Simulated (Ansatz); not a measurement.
CH₃Mg, SMILES [CH3][Mg+], charge +1.

The structure is a stationary point at PBE0-D3(BJ)/def2-TZVP. The spin state was assumed, not searched. The isomer is the one that the SMILES or the coordinates give; other isomers of the formula were not compared.

Two levels are set side by side: PBE/def2-TZVPD (Ansatz, a program for electronic structure) and PBE0/def2-TZVPD (Ansatz). Energy differences of separate SCF runs at the same geometry; the states with an electron removed or added have multiplicity 2 and 2. Differences are taken from unrounded values.

```json
[
 {"quantity": "vertical ionisation energy (eV)", "PBE0": "15.27", "PBE": "15.50", "PBE minus PBE0": "0.24"},
 {"quantity": "vertical electron affinity (eV)", "PBE0": "6.62", "PBE": "6.55", "PBE minus PBE0": "-0.07"},
 {"quantity": "vertical singlet–triplet gap (eV)", "PBE0": "2.40", "PBE": "2.61", "PBE minus PBE0": "0.21"}
]
```
